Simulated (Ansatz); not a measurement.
Cu3H3⁻, relaxed as a doublet with UKS PBE0-D4/def2-SVPD in Ansatz, starting from the GFN2-xTB geometry. Force threshold 0.02 eV/Å.

Another isomer (doublet) lies 0.26 eV lower at PBE0-D4/def2-TZVPD; other spin states weren't run for this one.

Start:

```xyz
6

Cu    0.335   -0.536   -1.049
Cu   -0.579    0.491    0.953
Cu    1.639    0.936    1.909
H    -2.091    0.183    0.290
H     0.325   -2.071   -0.273
H     0.370    0.996   -1.828
```

Estimate the energy that the relaxation releases and the steps that it takes.

50.2 kcal/mol, in 20 steps; 84 s on 4 threads of Arm Neoverse V2 on a shared host. No frequencies were taken in this run, so the end may be a saddle point.

Does the start keep its bonding and symmetry?

Bonds formed: Cu2–H5, Cu3–H5 (atoms count from 1). Metal–metal contacts that move far: Cu1–Cu3 3.55 to 2.50 Å. Point group Cs at the start, Cs at the end, both within 0.05 Å.

Predict the relaxed structure.


```
atom    x (Å)    y (Å)    z (Å)
 Cu1   0.7313   0.0520  -1.0734
 Cu2  -1.0947  -0.1635   0.6812
 Cu3   1.3087  -0.0876   1.3523
  H4  -2.4658   0.3251   1.1919
  H5   0.2967  -0.8875   0.1995
  H6   1.2238   0.7615  -2.3516
```
Bond lengths (bridged metal pairs left out): 5 × Cu–H 1.54 to 1.73 Å.
